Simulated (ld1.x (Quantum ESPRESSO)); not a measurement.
**Which change was made? (Be, TM)**

| Quantity | Value |
| --- | --- |
| Element | Be |
| Generator | ld1.x (Quantum ESPRESSO) 7.5 |
| Type | norm-conserving Troullier–Martins (Kleinman–Bylander form) |
| Functional | PBE |
| Relativity | scalar-relativistic |
| Frozen core | none |
| Valence charge | 4 |
| Reference configuration | 1s2 2s2 2p0 |
| Partial waves | 1s (bound): rc 0.45 bohr; 2p (bound, empty): rc 4.20 bohr; 3d channel at 0.3 Ry: rc 4.05 bohr |
| Local potential | all-electron potential smoothed inside 3.20 bohr (lloc = -1) |
| Core correction | none |

Occupied shells without a wave of their own: 2s. They enter only through the test configuration that unscreens the potential.

Cutoffs, loose and tight: the cutoffs (Ry, on a coarse ladder) from which the occupation-weighted sum of valence levels, in a spherical-Bessel basis at the reference potential, stays within 10 and 1 mRy of its value at 400 Ry. They do not see the model core or the augmentation charge, which bear on the density cutoff. Test errors are all-electron minus pseudo excitation energies from the reference, over the configurations 1s2 2s1 2p0; 1s2 2s0 2p0; 1s2 2s1.5 2p0; 1s2 2s0 2p1; 1s2 2s1 2p1; 1s1 2s2 2p0; 1s2 2s0 2p2; variants that change the core or the reference have their own tests. The largest error is taken over the tests solved by every variant that gives reliable tests at all, those not shown here included: 1s1 2s2 2p0; 1s2 2s0 2p0; 1s2 2s0 2p1; 1s2 2s0 2p2; 1s2 2s1 2p0; 1s2 2s1.5 2p0.

The base gives: outcome: generated, misses its reference levels by 1.73 eV; cutoff, loose: over 300 Ry; cutoff, tight: over 300 Ry; bound ghosts: none; largest test error (meV): +6489.

**Question.** After one change the result is: outcome: generated, misses its reference levels by 1.64 eV; cutoff, loose: over 300 Ry; cutoff, tight: over 300 Ry; bound ghosts: none; largest test error (meV): +6148. Which change was it?
A. all radii scaled by about 0.86 (s 0.38, p 3.62, d 3.48 bohr); local potential all-electron potential smoothed inside 2.76 bohr (lloc = -1)
B. all radii scaled by about 0.94 (s 0.42, p 3.96, d 3.82 bohr); local potential all-electron potential smoothed inside 3.02 bohr (lloc = -1)
C. all radii scaled by about 1.28 (s 0.58, p 5.36, d 5.16 bohr); local potential all-electron potential smoothed inside 4.08 bohr (lloc = -1)

**Answer.** B. The others give: all radii scaled by about 0.86 (s 0.38, p 3.62, d 3.48 bohr); local potential all-electron potential smoothed inside 2.76 bohr (lloc = -1) → outcome: generated, misses its reference levels by 1.40 eV; bound ghosts: none; largest test error (meV): +5273 | all radii scaled by about 1.28 (s 0.58, p 5.36, d 5.16 bohr); local potential all-electron potential smoothed inside 4.08 bohr (lloc = -1) → outcome: generated, misses its reference levels by 2.52 eV; cutoff, loose: 260 Ry; cutoff, tight: over 300 Ry; bound ghosts: none; largest test error (meV): +9414.
